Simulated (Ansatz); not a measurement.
GaBr₃. Total charge 0; triplet. Geometry PBE-D4/def2-SVP, that of the neutral singlet; atoms count from 1.

```xyz
4

Ga    0.000    0.000    0.000
Br   -1.065    0.695    1.897
Br    2.091    0.779   -0.486
Br   -1.027   -1.473   -1.411
```

At PBE0-D4/def2-TZVP a singlet of charge 0 lies 4.74 eV below the triplet at the same geometry.

(1) Estimate the Mulliken populations from the PBE0/def2-TZVP orbitals of Ansatz.

(2) Where does the spin sit?

(3) And the Mayer bond orders between heavy atoms (over 0.3)?

## Answers

(1) 
| atom | charge (e) | spin (α − β) |
| --- | --- | --- |
| Ga1 | 0.32 | 0.59 |
| Br2 | -0.11 | 0.47 |
| Br3 | -0.11 | 0.47 |
| Br4 | -0.11 | 0.47 |
Mulliken values depend strongly on the basis.

(2) Summed by element: Ga 0.59, Br 1.41, of 2 unpaired in all. Largest on single atoms: Ga1 0.59, Br2 0.47, Br4 0.47.

(3) Ga1–Br2 0.83 (2.28 Å); Ga1–Br3 0.84 (2.28 Å); Ga1–Br4 0.84 (2.28 Å).
